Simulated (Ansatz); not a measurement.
CH$_{2}$F$_{2}$S$_{2}$Si, SMILES `FC1(F)S[SiH2]S1`, relaxed with RKS PBE0-D4/def2-TZVP in Ansatz 0.2.0 from a PBE-D4/def2-SVP geometry. The force threshold is 0.005 eV/Å; the program also tests the step.

Total charge 0; spin multiplicity 1.

Start:

```xyz
8

F     1.996   -0.722   -1.019
C     0.673   -0.792   -0.765
F     0.202   -1.845   -1.465
S    -0.185    0.784   -1.282
Si   -0.717    0.842    0.814
S     0.360   -1.018    1.062
H    -0.138    2.001    1.570
H    -2.190    0.749    1.084
```

Problem. How much energy does the relaxation release, and in how many steps? (An estimate is asked.)

Solution. Computed: 4.87 kJ/mol, in 5 steps, 1 of them rejected.

Problem. Which bonds change most? (Best estimate.)

Solution. Computed: C2–S4 from 1.868 to 1.831 Å; C2–S6 from 1.868 to 1.831 Å; S4–Si5 from 2.163 to 2.133 Å; Si5–S6 from 2.163 to 2.133 Å.

Problem. Give the relaxed structure. (An estimate is asked.)

Solution. The calculation gave: 
```xyz
8

F     1.976   -0.722   -1.014
C     0.660   -0.776   -0.750
F     0.193   -1.824   -1.447
S    -0.173    0.772   -1.259
Si   -0.709    0.833    0.805
S     0.362   -0.997    1.042
H    -0.144    1.979    1.555
H    -2.164    0.735    1.068
```
